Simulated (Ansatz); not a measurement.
A nudged elastic band was laid between two geometries of CH6AsO (9 atoms, charge 1, multiplicity 1).

These are results of RKS B3LYP-D4/def2-SVP (Ansatz 0.2.0), not measurements.

* movable images: 5
* climbing image: yes
* spring: 5.0 eV/Å²
* optimiser: quadratic models (default)
* start path: IDPP
* force threshold: 0.05 eV/Å
* iteration limit: 60
* end points: relaxed

First end point:

```xyz
9
Properties=species:S:1:pos:R:3
C -0.443 0.900 -0.782
O 0.527 0.041 -0.082
As 0.008 -0.937 1.590
H 0.021 1.201 -1.729
H -1.323 0.275 -0.978
H -0.697 1.768 -0.159
H 1.410 0.452 -0.045
H -0.784 -1.925 0.732
H 1.281 -1.776 1.454
```

Last end point:

```xyz
9
Properties=species:S:1:pos:R:3
C -0.174 0.444 -1.014
O 0.645 0.391 0.209
As 0.326 -0.773 1.778
H 0.406 0.995 -1.765
H -0.320 -0.594 -1.332
H -1.130 0.937 -0.793
H 1.065 1.243 0.424
H -1.192 -0.645 1.623
H 0.374 -2.000 0.869
```

(1) What changes between the two ends?

(2) Give the energies along the band, and the barrier.

(3) What is the geometry of the highest image?

Results:

(1) No bond is made or broken. The dihedral C1–O2–As3–H8 goes from 75 to -36°.

(2) The run converged. The highest image is number 1 of 0 to 6, 0.000 eV above the first end and 0.070 eV above the last; the last end lies 0.070 eV below the first. The top lies less than 8 meV above the higher end, about what the thresholds resolve: that end is a shoulder or a very shallow well. A vibrational analysis at the climbing image gives one clearly imaginary mode, 50i cm⁻¹: a first-order saddle point. Limits of this set-up: the dipole of an ion depends on the origin.

```csv
image,path coordinate (Å),energy (eV),dihedral C1–O2–As3–H8 (°)
0,0.00,0.000,75
1,0.47,0.000,59
2,0.94,-0.003,41
3,1.41,-0.014,21
4,1.87,-0.036,1
5,2.34,-0.059,-18
6,2.81,-0.070,-36
```

(3) 
```xyz
9
Properties=species:S:1:pos:R:3
C -0.419 0.813 -0.841
O 0.580 0.093 -0.033
As 0.071 -0.851 1.663
H 0.097 1.166 -1.743
H -1.186 0.077 -1.110
H -0.842 1.646 -0.264
H 1.404 0.607 0.053
H -0.909 -1.703 0.855
H 1.205 -1.849 1.421
```

The run took 83 s on 1 thread of Arm Neoverse V1, with other jobs on the host, peak memory 0.18 GiB.
